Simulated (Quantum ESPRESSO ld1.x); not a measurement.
Results of a calculation; reference values are marked as such.
Species: Mo+. Configuration: [Kr] 4d5.

Level of theory: scalar-relativistic Kohn-Sham, Slater X-alpha with alpha = 1, spin-unpolarised, spherical densities, point nucleus (ld1.x of Quantum ESPRESSO 7.5).

Energy parts (Ry):
| part | energy |
|---|---|
| total | -8196.758 |
| kinetic | 8454.986 |
| electron-nucleus | -19657.010 |
| Hartree | 3355.578 |
| exchange | -350.312 |

Orbitals (lengths in bohr, moments of r in powers of bohr; r(max) is where P^2 peaks):
orbital  occ.  eigenvalue (Ry)  r(max)
1s          2         -1468.66   0.023
2s          2         -209.859   0.129
2p          6         -188.442   0.103
3s          2         -36.8302   0.382
3p          6         -29.7056   0.373
3d         10         -18.0116   0.318
4s          2         -5.61611   0.975
4p          6         -3.67900    1.05
4d          5         -0.98662    1.32
4f          0         -0.06490    14.7
5s          0         -0.79996    2.65
5p          0         -0.46553    3.26
5d          0         -0.14206    6.34

The highest occupied level is 4d at -13.424 eV. Summed over all electrons, <r^2> = 34.53 bohr^2, which gives a Langevin (diamagnetic) susceptibility term of -27.4 x 10^-6 cm^3/mol. The density falls to 0.001 e/bohr^3 at r = 3.73 bohr.
